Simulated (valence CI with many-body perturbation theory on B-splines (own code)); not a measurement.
Results of a calculation; reference values are marked as such.
# Ag XXVII: input, log and results

Level of theory: relativistic CI+MBPT: three valence electrons over a frozen Dirac-Fock core [Ar], radial functions for each j: 6 s, 6 p, 5 d, 5 f, 1 g, with the one-electron correlation potential Σ1 (screened to all orders), the two-electron term Σ2, the three-electron term Σ3, Breit, model QED; selected single and double excitations, second order for the rest, scaled by the run's own slope (own B-spline code, finite nucleus).

Command, and the settings that its task file holds:

```sh
python run_cv.py task.json out
```

```
atom Ag  Z=47  mass_number=107  rms_radius_fm=4.5454
core [Ar]
valence 3d3
avg = 1
basis = S
breit = 1
cap = 10000
capref = 1200
cscale = 1
de = 0.0
dress = 0
ecut = 2820
eps = 2e-08
extrap = 1
h = 0.27
hh = 1
l2 = 3
lcore = 6
maxit = 60
n2 = 5
natural = 1
nlev = 21
nno = [3, 3, 3, 3, 1]
nroot = 26
nsp = [3, 3, 2, 2, 0]
pt2 = 1
qed = 1
rpa = 1
s1 = 1
s2 = 1
s3 = 1
screen = 1
tol = 2e-05
whole = 1
```

It took 13 s on 1 thread of Arm Neoverse V2, on a shared host.

Log. The first blocks belong to the next ion, which gives the ionisation energy. Fields: 2J, parity (1 odd), roots, reference size, generating configurations, candidates as configurations/state functions, variational space P, stored matrix elements, Davidson steps; e2 is the range of second-order energies in hartree. The first line gives the box (bohr), its intervals, the orbitals and the steps of their self-consistent field. Window is the range of levels sought, series limit the energy at which the first omitted orbital would enter, core excitation an estimate of the first excitation out of the core, left out the lowest levels not solved, and shifts from estimates the range by which levels moved from their first estimate, all in cm⁻¹.

```
rmax 4.2 intervals 59 orbitals 40 references ['3d3', '3d2 4s', '3d2 4p'] scf 3 t 0.7
2J=4 par=0 roots 2 ref 42 generators 3 cand 285/285 P 327/327 nnz 0 it 0
2J=4 par=0 roots 2 ref 42 generators 4 cand 8/8 P 335/335 nnz 0 it 0
   second order: generators 6 cand 0/0 e2 -0.00000 -0.00000
2J=6 par=0 roots 2 ref 32 generators 2 cand 239/239 P 271/271 nnz 0 it 0
2J=6 par=0 roots 2 ref 32 generators 4 cand 5/5 P 276/276 nnz 0 it 0
   second order: generators 11 cand 6/6 e2 -0.00000 -0.00000
2J=0 par=0 roots 2 ref 17 generators 2 cand 107/107 P 124/124 nnz 0 it 0
2J=0 par=0 roots 2 ref 17 generators 2 cand 0/0 P 124/124 nnz 0 it 0
   second order: generators 4 cand 1/1 e2 -0.00000 -0.00000
reference levels 431, estimated 19, window 327648 1/cm; series limit 7616167, core excitation 1239453
2J=3 par=0 roots 5 ref 31 generators 4 cand 85/185 P 744/1807 nnz 0 it 3
2J=3 par=0 roots 5 ref 31 generators 4 cand 54/115 P 798/1922 nnz 0 it 3
   second order: generators 5 cand 390/973 e2 -0.00000 -0.00000
2J=5 par=0 roots 5 ref 33 generators 3 cand 91/221 P 727/2042 nnz 0 it 4
2J=5 par=0 roots 5 ref 33 generators 3 cand 80/194 P 807/2236 nnz 0 it 4
   second order: generators 5 cand 759/2091 e2 -0.00000 -0.00000
2J=7 par=0 roots 3 ref 25 generators 2 cand 108/254 P 683/1886 nnz 0 it 3
2J=7 par=0 roots 3 ref 25 generators 2 cand 62/146 P 745/2032 nnz 0 it 3
   second order: generators 2 cand 23/49 e2 -0.00000 -0.00000
2J=9 par=0 roots 3 ref 18 generators 3 cand 78/167 P 615/1504 nnz 0 it 3
2J=9 par=0 roots 3 ref 18 generators 3 cand 42/77 P 657/1581 nnz 0 it 3
   second order: generators 3 cand 8/34 e2 -0.00000 -0.00000
2J=1 par=0 roots 2 ref 19 generators 2 cand 64/99 P 660/1045 nnz 0 it 0
2J=1 par=0 roots 2 ref 19 generators 2 cand 39/61 P 699/1106 nnz 0 it 0
   second order: generators 2 cand 21/21 e2 -0.00000 -0.00000
2J=11 par=0 roots 1 ref 6 generators 1 cand 41/85 P 430/933 nnz 0 it 0
2J=11 par=0 roots 1 ref 6 generators 1 cand 25/43 P 455/976 nnz 0 it 0
   second order: generators 1 cand 47/67 e2 -0.00000 -0.00000
left out: unestimated 4498079, estimated none, shifts from estimates -1 to 1
operators 0.9
```

The Davidson iterations converged.

No measured spectrum was set against this ion. As an estimate, large intervals hold to a few tenths of a per cent, small ones and those within an open d or f shell to about a per cent. Only levels of the ground parity were solved; by the run's estimate the other parity begins above the list, which can be wrong where configurations are misplaced.

```
Valence energy                            : -160.9583 hartree
Ionisation energy                         : 1382.6 eV (NIST: 1382 ± 4 eV (theoretical))
Reference configurations for the orbitals : 3d3, 3d2 4s, 3d2 4p
Radial orbitals                           : 40
Box radius                                : 4.245 bohr
Largest variational space                 : 2236
Lowest levels                             : 3d³ ⁴F_3/2 0.0, 3d³ ⁴F_5/2 36228, 3d³ ⁴F_7/2 62813, 3d³ ⁴F_9/2 78618, 3d³ ⁴P_3/2 79808, 3d³ ⁴P_1/2 92826, 3d³ ²G_7/2 124790, 3d³ ²H_9/2 130650, 3d³ ⁴P_5/2 135380, 3d³ ²D_3/2 [a] 152730, 3d³ ²P_1/2 162500, 3d³ ²H_11/2 173640, 3d³ ²D_5/2 [a] 186620, 3d³ ²G_9/2 202310 cm⁻¹
```

Names give the largest LS component (configuration and term), which can be under half, so a name can repeat, a term be missing and a line seem to break the LS rules; names also repeat where a configuration has a term twice. Letters in brackets count levels of one name in rising energy.
